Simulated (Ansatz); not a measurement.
Basis-set extrapolation for `N=CC(=N)O[SiH3]` (PBE0-D4/def2-TZVP geometry, frozen core, Ansatz). Multiplicity 1, RHF reference.

```csv
,def2-TZVPP,def2-QZVPP
HF,-552.050726,-552.071928
MP2 correlation,-1.072092,-1.148588
CCSD(T) correlation,-1.157289,not run
```

Energies in hartree. Use E(X) = E(∞) + A·exp(−7.88·√X) for Hartree–Fock and E(X) = E(∞) + B·X^(−2.97) for correlation, with X = 3 and 4, and add CCSD(T) minus MP2 of the smaller set to the MP2 limit.

Question: What is the CCSD(T) energy at the basis-set limit?

Answer: HF limit: -552.071928 + (-0.021202) × 0.13774 = -552.07485. MP2 limit: -1.148588 + (-0.076496) × 0.74074 = -1.20525. Higher-order term: -1.157289 − (-1.072092) = -0.08520. Total: -553.36530 hartree, 4.28 eV below CCSD(T)/def2-TZVPP.
